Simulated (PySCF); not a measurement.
## Dipole moment and polarisability of `C=CC[SiH2]P[SiH2]O`

Species: C₃H₁₁OPSi₂.
Geometry (GFN2-xTB, Å), atoms numbered from 1 in this order:
```
atom  x, y, z in Å
C1    -2.4617    0.5854    0.9653
C2    -2.3518    0.1501   -0.2780
C3    -1.8310   -1.1880   -0.6593
Si4   -0.0320   -1.0598   -1.3060
P5     1.2470   -0.4455    0.4072
Si6    2.8086    0.7810   -0.6247
O7     3.7819    1.4355    0.4954
H8    -2.8195    1.5745    1.1969
H9    -2.2051   -0.0397    1.8056
H10   -2.6140    0.7986   -1.1048
H11   -2.4529   -1.6234   -1.4413
H12   -1.8508   -1.8569    0.2018
H13    0.4358   -2.3798   -1.7377
H14   -0.0018   -0.1482   -2.4588
H15    0.4631    0.6194    0.7957
H16    3.5487   -0.1288   -1.5017
H17    2.3226    1.9568   -1.3337
H18    4.0042    0.9752    1.3017
```

Level: B3LYP/def2-SVPD (PySCF), static field, nuclei fixed, core orbitals frozen in the response. The polarisability tensor in these axes (au):

```
x   140.61   8.35  -3.33
y     8.35 110.29   8.05
z    -3.33   8.05 118.74
```

Task: Give the principal values, the mean and the anisotropy Δα = √{½[(α1 − α2)² + (α2 − α3)² + (α1 − α3)²]}.

Result: Principal values 103.31, 123.50 and 142.83 au; mean 123.21 au = 18.26 Å³ = 20.32 × 10⁻⁴⁰ C²·m²/J; Δα = 34.22 au (28 % of the mean).

Task: What is the dipole moment, and where does it point?

Result: (-0.92, -0.76, 0.19) D, 1.21 D in size, pointing from the negative to the positive side. Measured along this direction, the outermost atoms are O7 at the negative end and H11 and H12 at the positive end.

Task: In TDDFT the mean static polarisability is Σ f/ω² over all singlet excitations (ω in hartree). How much of it do the 8 lowest give? Their energies (eV) and oscillator strengths: 5.68, 0.0154; 5.93, 0.0298; 6.03, 0.0069; 6.09, 0.0741; 6.23, 0.0332; 6.40, 0.0074; 6.48, 0.1846; 6.61, 0.0263.

Result: They add up to 7.08 au, 5.7 % of the 123.21 au; the largest single term is 3.26 au, from the state at 6.48 eV. Terms in order: 0.35, 0.63, 0.14, 1.48, 0.63, 0.13, 3.26, 0.45 au. Higher excitations give the rest. The strengths listed sum to 0.378.

Task: Refractivity n − 1 of an ideal gas of it at 273.15 K and 1 atm, from the electronic α?

Result: N = p/kT = 2.6868 × 10¹⁹ cm⁻³, so n − 1 = 2π × N × 18.26 × 10⁻²⁴ cm³ = 3082 × 10⁻⁶ at long wavelengths.

Task: What molar refraction does this α imply?

Result: Lorentz–Lorenz: R = (4π/3)N_A α = 2.5225 cm³/(mol·Å³) × 18.26 Å³ = 46.1 cm³/mol, in the limit of long wavelengths.

Task: Rayleigh depolarisation ratio (linearly polarised light, static tensor)?

Result: ρ = 3Δα²/(45ᾱ² + 4Δα²) = 3513.1/(683185 + 4684.1) = 0.00511.

The structure is a single GFN2-xTB conformer in the gas phase; no vibrational or solvent corrections.
